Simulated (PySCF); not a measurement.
Compound: [CrO4]2- (charge -2 and singlet state).
SMILES: `[O]=[Cr-2](=[O])(=[O])=[O]`

The closed-shell ground state was solved at several levels (PySCF, density fitting, gas phase, non-relativistic). Geometry: PBE0-D3(BJ)/def2-SVP; no solvent, vibrations or thermal averaging. Whether so highly charged an anion holds all its electrons in the gas phase wasn't checked; a finite basis holds them in any case. No counter-ion or solvent screens the charge of this multiply charged ion. The geometry's basis has no diffuse functions, a weakness for an anion. The HOMO energy is positive, so at this level the finite basis confines the outermost electrons. No diffuse functions stand in pcJ-1 (pcSseg-1 on Cr) and pcSseg-1 (pcSseg-2 on Cr), which bears on an anion's orbital energies.

```json
{"level": "PBE/pcJ-1 (pcSseg-1 on Cr)", "basis functions": "153", "HOMO (eV)": "5.78", "LUMO (eV)": "9.35", "gap (eV)": "3.57"}
{"level": "PBE0/pcSseg-1 (pcSseg-2 on Cr)", "basis functions": "141", "HOMO (eV)": "4.02", "LUMO (eV)": "9.93", "gap (eV)": "5.91"}
{"level": "PBE/pcSseg-1 (pcSseg-2 on Cr)", "basis functions": "141", "HOMO (eV)": "5.66", "LUMO (eV)": "9.27", "gap (eV)": "3.61"}
```

(1) Estimate the row for B3LYP/pcSseg-1 (pcSseg-2 on Cr), a basis of 141 functions; the other rows only guide the guess.

(2) Over all these levels, which gives the widest orbital gap and which the narrowest?

(3) In the pcSseg-1 (pcSseg-2 on Cr) basis, how does the gap go with the fixed share of exact exchange?

Answers

(1) HOMO 4.32 eV, LUMO 9.73 eV, gap 5.41 eV.

(2) PBE0/pcSseg-1 (pcSseg-2 on Cr) (global hybrid, 25 % exact exchange) has the widest, 5.91 eV, and PBE/pcJ-1 (pcSseg-1 on Cr) (GGA) the narrowest, 3.57 eV. Functional and basis both differ between the two, so the spread mixes both effects.

(3) PBE (0 %) 3.61 eV; B3LYP (20 %) 5.41 eV; PBE0 (25 %) 5.91 eV. Each rise in the share widens the gap here.
The closed-shell solution of the metal species wasn't tested for stability.
